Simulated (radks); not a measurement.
Values are calculated unless marked as measured or tabulated.
The mean radii <r> (bohr) of the occupied orbitals of an atom or ion are listed with their occupations. Code: a radial shooting solver on a logarithmic mesh with Libxc functionals. Model: non-relativistic Kohn-Sham, PBE, spin-polarised, spherical densities, point nucleus.

orbital  occ.      <r>
1s up       1  0.09093
1s down     1  0.09083
2s up       1   0.3944
2s down     1   0.3963
2p up       1   0.3425

Name the element and its charge. Open shells, if any, are filled with parallel spins first.

Answer. Z = 17, chlorine, charge +12: Cl12+ in [He] 2s2 2p1. The 1s radius gives Z: for a bare nucleus <r> = 1.5/Z, 0.08824 bohr for Z = 17, and screening makes it slightly larger (0.09093 here). The occupations add up to 5, and the charge is Z minus that.
